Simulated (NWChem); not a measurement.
System: CH4NO cation; SMILES NC=[OH+]

Input file for NWChem:

```
start job
memory heap 200 mb stack 900 mb global 1100 mb
charge 1
geometry units angstroms noautosym nocenter noautoz
  N      0.180380    -1.106426     0.000000
  C     -0.426284     0.039466     0.000000
  O      0.119315     1.192733     0.000000
  H      1.195959    -1.210116     0.000000
  H     -0.366836    -1.967207     0.000000
  H     -1.524038     0.058903     0.000000
  H      1.093322     1.218584     0.000000
end
basis spherical
  * library pcsseg-1
end
dft
  xc slater vwn_5
  iterations 150
end
property
  shielding
end
task dft property
```

Coordinates come from a PBE0/def2-SVP optimisation.

GIAO values for the isolated, static molecule; σ is the absolute isotropic shielding, δ = σ(reference) − σ with the isolated reference molecule computed at the same levels (13C: tetramethylsilane, 1H: tetramethylsilane, 15N: ammonia, 17O: water).

Atoms are numbered as in the input.

Task: Predict the main results of this run. (LDA (Slater exchange, VWN5)/pcSseg-1, GIAO.) Quantities: δ N1 (ppm); δ C2 (ppm); δ O3 (ppm); δ H4 (ppm); δ H5 (ppm); δ H6 (ppm); δ H7 (ppm).

Result: The δ N1 (ppm) is 164.4. The δ C2 (ppm) comes out as 175.3. The δ O3 (ppm) comes out as 229.6 and the δ H4 (ppm) is 6.61. The δ H5 (ppm) comes out as 7.40, the δ H6 (ppm) is 7.83 and the δ H7 (ppm) is 8.07.
